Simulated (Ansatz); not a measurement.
Species: C3H9Si, SMILES `C[Si](C)C` (charge 0, multiplicity 2).

Problem. Give a relaxed geometry from B3LYP-D3(BJ)/def2-TZVP run with Ansatz (a first-principles code).

Solution. the end point of this relaxation (outside a Z-matrix the atoms follow the SMILES, hydrogens last).
Z-matrix (Å, degrees):
```
Si
C 1 1.8861
H 2 1.0914 1 111.42
H 2 1.0914 3 108.01 1 -122.69
H 2 1.0959 3 107.85 4 -116.31
C 1 1.8861 2 110.07 3 -179.61
H 6 1.0914 1 111.42 2 59.00
H 6 1.0914 7 108.01 1 -122.69
H 6 1.0959 7 107.84 8 -116.32
C 1 1.8861 2 110.07 3 58.89
H 10 1.0914 1 111.42 2 -58.91
H 10 1.0914 11 108.01 1 122.69
H 10 1.0959 11 107.85 12 116.31
```
